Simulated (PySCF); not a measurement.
C₂H₈OSi₂, SMILES C[Si@H]1CO[SiH2]1.

The structure is a stationary point at TPSSh-D3(BJ)/def2-SVP. The structure was generated by enumeration; whether it is a known compound was not checked.

Vertical ionisation energy (IE) and electron affinity (EA) in eV. Rows of orbital energies are one-electron estimates. Where ΔSCF, EOM or ADC give a negative EA the extra electron is unbound and the value depends on the basis.

```csv
level,IE,EA
"−ε(HOMO), −ε(LUMO), ωB97X/def2-TZVP (PySCF)",9.71,-1.72
"−ε(HOMO), −ε(LUMO), PBE/def2-TZVP (PySCF)",…,…
```

**Question.** Some entries are withheld; supply them. (An estimate is asked for; the answer gives what the named calculation found.)

**Answer.** 
- −ε(HOMO), −ε(LUMO), PBE/def2-TZVP (PySCF), IE: 6.32
- −ε(HOMO), −ε(LUMO), PBE/def2-TZVP (PySCF), EA: 1.16
